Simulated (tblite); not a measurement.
Compound: C5H9ClGaN.
SMILES with atom numbers: `[CH2:1]=[CH:2][Ga@-:3]([NH3+:4])([Cl:5])[C:6]#[C:7][CH3:8]` (hydrogens: H9, H10 on C1; H11 on C2; H12, H13, H14 on N4; H15, H16, H17 on C8)
Bond orders are those of one Lewis drawing.

Computed with GFN2-xTB (tblite), gas phase: L-BFGS steps from a force-field or distance-geometry start until the largest atomic force falls under 0.01 eV/Å.

Geometry at step 2:
```
atom  x, y, z in Å
C1     -2.4536   -0.9793    0.6009
C2     -2.1984   -0.3782   -0.5577
Ga3    -0.6138    0.7358   -0.8966
N4     -0.7627    2.3194    0.4664
Cl5    -0.5696    1.5455   -2.8234
C6      1.0349   -0.2015   -0.4019
C7      2.0187   -0.8173   -0.1884
C8      3.2338   -1.5663    0.1030
H9     -1.8023   -0.8174    1.4580
H10    -3.2974   -1.6231    0.7356
H11    -2.8589   -0.5793   -1.4060
H12    -1.6352    2.7752    0.2588
H13    -0.7479    1.9439    1.3758
H14     0.0214    2.9152    0.2767
H15     2.9835   -2.4860    0.6189
H16     3.7453   -1.8063   -0.8280
H17     3.8952   -0.9685    0.7283
```

**Question.** What forces act on the atoms?

**Answer.** 
```json
{"atom": "C1", "Fx (eV/Å)": "0.317", "Fy (eV/Å)": "0.346", "Fz (eV/Å)": "-0.083"}
{"atom": "C2", "Fx (eV/Å)": "-0.462", "Fy (eV/Å)": "-0.128", "Fz (eV/Å)": "0.001"}
{"atom": "Ga3", "Fx (eV/Å)": "0.396", "Fy (eV/Å)": "-0.689", "Fz (eV/Å)": "-0.649"}
{"atom": "N4", "Fx (eV/Å)": "-0.028", "Fy (eV/Å)": "-0.138", "Fz (eV/Å)": "-1.253"}
{"atom": "Cl5", "Fx (eV/Å)": "0.043", "Fy (eV/Å)": "0.273", "Fz (eV/Å)": "-0.070"}
{"atom": "C6", "Fx (eV/Å)": "-2.682", "Fy (eV/Å)": "2.048", "Fz (eV/Å)": "-0.433"}
{"atom": "C7", "Fx (eV/Å)": "3.014", "Fy (eV/Å)": "-1.859", "Fz (eV/Å)": "0.665"}
{"atom": "C8", "Fx (eV/Å)": "-0.131", "Fy (eV/Å)": "0.190", "Fz (eV/Å)": "-0.155"}
{"atom": "H9", "Fx (eV/Å)": "-0.189", "Fy (eV/Å)": "-0.123", "Fz (eV/Å)": "-0.097"}
{"atom": "H10", "Fx (eV/Å)": "-0.267", "Fy (eV/Å)": "-0.310", "Fz (eV/Å)": "0.184"}
{"atom": "H11", "Fx (eV/Å)": "-0.132", "Fy (eV/Å)": "-0.085", "Fz (eV/Å)": "0.181"}
{"atom": "H12", "Fx (eV/Å)": "-0.362", "Fy (eV/Å)": "0.409", "Fz (eV/Å)": "0.074"}
{"atom": "H13", "Fx (eV/Å)": "0.039", "Fy (eV/Å)": "-0.305", "Fz (eV/Å)": "1.406"}
{"atom": "H14", "Fx (eV/Å)": "0.404", "Fy (eV/Å)": "0.544", "Fz (eV/Å)": "0.115"}
{"atom": "H15", "Fx (eV/Å)": "-0.013", "Fy (eV/Å)": "-0.152", "Fz (eV/Å)": "0.091"}
{"atom": "H16", "Fx (eV/Å)": "0.026", "Fy (eV/Å)": "-0.016", "Fz (eV/Å)": "0.001"}
{"atom": "H17", "Fx (eV/Å)": "0.026", "Fy (eV/Å)": "-0.004", "Fz (eV/Å)": "0.022"}
```

The largest, 3.60 eV/Å, acts on C7; the rms over all components is 0.780 eV/Å. The forces sum to zero within rounding, as they must for an isolated molecule in no field.

**Question.** Give the force on C7 in Eh/bohr and in nN.

**Answer.** 3.603 eV/Å ÷ 51.422 = 0.07007 Eh/bohr, and 3.603 eV/Å × 1.602 = 5.77 nN.

**Question.** How far is this geometry from the end of the optimisation?

**Answer.** 0.318 eV above it, and 0.396 Å rms away after alignment. The bonds farthest from their final lengths, with half the difference of the two atoms' forces along the bond (positive lengthens):

| bond | now (Å) | final (Å) | force along bond (eV/Å) |
| --- | --- | --- | --- |
| Ga3–N4 | 2.095 | 2.254 | +0.03 |
| C2–Ga3 | 1.966 | 2.012 | +0.24 |
| N4–H13 | 0.984 | 1.017 | +1.26 |
| C6≡C7 | 1.180 | 1.211 | +3.49 |
| N4–H14 | 1.003 | 1.019 | +0.24 |
| C1–H10 | 1.070 | 1.083 | +0.44 |

The angle farthest from its final value is N4–Ga3–C6, 104.9° against 93.4°.

Of the 6 listed bonds off by 0.010 Å or more, this force points towards the final length in 6.

The cost below is that of the whole relaxation. The run took 1.6 s of wall time on Arm Neoverse N1, one thread, shared host.
